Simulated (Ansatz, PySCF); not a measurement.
Pair of molecules: C2H4 (SMILES C=C) (first 6 atoms) with H4OSi (SMILES O[SiH3]); geometry from B3LYP-D3(BJ)/def2-TZVP, rigid monomers moved along the line of their centres of mass till C2···H9 is 3.32 Å.
(charge 0, multiplicity 1):
```xyz
12

C      0.63587     0.57710     0.24901
C     -0.04035    -0.56029     0.14688
H      0.16450     1.49099     0.59027
H      1.68604     0.64070    -0.00892
H      0.42937    -1.47331    -0.19834
H     -1.09181    -0.62224     0.40078
O      0.54157    -0.50824     4.36209
Si    -0.77315     0.22927     5.02736
H      0.61807    -0.46783     3.40028
H     -0.80435     1.68327     4.72299
H     -0.67196     0.03085     6.48720
H     -2.04533    -0.35679     4.53156
```

Interaction energies are E(AB) − E(A) − E(B) at the monomers' geometry in the complex; basis-set methods are counterpoise corrected. Rows marked so take none.

Frozen-core correlation. Rows in 6-31G* carry no dispersion term and start afresh at each structure (6-31G* with six Cartesian d functions). MP2/6-31G* freezes PySCF's default core.

Codes used: Ansatz (Gaussian basis) for Hartree–Fock, density functionals and correlated methods; PySCF for 6-31G* rows, the dispersion terms. Values without a source in brackets are computed.

| level | interaction energy (meV) |
|---|---|
| PBE/def2-TZVPPD | -66.4 |
| B3LYP/6-31G* (no counterpoise) | -86.1 |
| B3LYP-D3(BJ)/def2-TZVPPD | -84.9 |
| B3LYP-D4/def2-TZVPPD | -82.2 |
| PBE0-D3(BJ)/def2-TZVPPD | -90.5 |
| M06-2X/6-31G* (no counterpoise) | -94.9 |
| MP2/6-31G* | -69.6 |
| MP2/6-31G* (no counterpoise) | … |
| CCSD(T)/aug-cc-pV(D+d)Z | … |

Q: Fill in the missing entries.

A: 
- MP2/6-31G* (no counterpoise), interaction energy (meV): -98.3
- CCSD(T)/aug-cc-pV(D+d)Z, interaction energy (meV): -73.7

Ansatz is an electronic-structure program.
